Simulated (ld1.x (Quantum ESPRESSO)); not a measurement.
## What one change does to a pseudopotential (tin (Sn), TM)

- Element: tin (Sn)
- Generator: ld1.x (Quantum ESPRESSO) 7.5
- Type: norm-conserving Troullier–Martins (Kleinman–Bylander form)
- Functional: LDA (PZ)
- Relativity: fully relativistic
- Frozen core: [Kr]
- Valence charge: 14
- Reference configuration: 4d10 5s2 5p0 (charge +2)
- Partial waves: 5p (bound, empty): rc 2.15 bohr; 4d (bound): rc 0.90 bohr; 5s (bound): rc 1.55 bohr
- Local potential: the s channel
- Core correction: none

Open shells are filled in proportion to 2j + 1 (rel_dist='average').

All-electron outer shells of the reference configuration (LDA (PZ), scalar-relativistic, ld1.x):

```
shell  level (eV)  outermost node (bohr)  outermost maximum (bohr)
   4p     -107.14                   0.41                      0.79
   4d      -43.39                   0.39                      0.88
   5s      -26.53                   0.98                      1.94
   5p      -18.13                   1.08                      2.31
```

Change: core correction a·sin(br)/r model core inside 1.08 bohr.

Cutoffs: the cutoffs (Ry, on a coarse ladder) from which the occupation-weighted sum of valence levels, in a spherical-Bessel basis at the reference potential, stays within 10 and 1 mRy of its value at 400 Ry; they do not see the model core or the augmentation charge, which bear on the density cutoff. Errors are all-electron minus pseudo energies relative to the spin-unpolarised reference configuration.

Task: Predict the effect on cutoff, ghosts and configuration errors.

Result: The potential gets neither clearly harder nor softer (160 Ry and 300 Ry → 160 Ry and 300 Ry); of the 6 tests that both files solve, the error grows in 2 and shrinks in 3 by more than 15 % and 0.3 meV (median size 10.8 → 5.0 meV); neither file shows a bound ghost. A model core, the more so a compact one, raises the density cutoff, which this test does not measure.

| quantity | base | changed |
| --- | --- | --- |
| cutoff, loose | 160 Ry | 160 Ry |
| cutoff, tight | 300 Ry | 300 Ry |
| bound ghosts | none | none |
| tests with a reliable result | 6 of 7 | 6 of 7 |
| error for 4d10 5s2 5p1, meV [ΔE -14.28 eV] | +2.7 | 0.0 |
| error for 4d10 5s1 5p0, meV [ΔE 31.45 eV] | +14 | +0.2 |
| error for 4d10 5s2 5p2.3, meV [ΔE -22.30 eV] | +7.8 | +1.3 |
| error for 4d10 5s0 5p4, meV [ΔE -7.04 eV] | -20 | -29 |
| error for 4d10 5s1 5p2, meV [ΔE -6.57 eV] | -6.1 | -8.7 |
| error for 4d9 5s2 5p3, meV [ΔE 2.92 eV] | -397 | -450 |
| s: phases at 2.35 bohr within 0.05 rad from the reference energy up to (Ry; the scan ends near 5) | 0.2 | 0.2 |
| p1/2: phases at 2.35 bohr within 0.05 rad from the reference energy up to (Ry; the scan ends near 5) | 4.5 | 4.5 |
| p3/2: phases at 2.35 bohr within 0.05 rad from the reference energy up to (Ry; the scan ends near 5) | to the end of the scan | to the end of the scan |
| d3/2: phases at 2.35 bohr within 0.05 rad from the reference energy up to (Ry; the scan ends near 5) | -0.8 | -0.8 |
| d5/2: phases at 2.35 bohr within 0.05 rad from the reference energy up to (Ry; the scan ends near 5) | -0.7 | -0.7 |
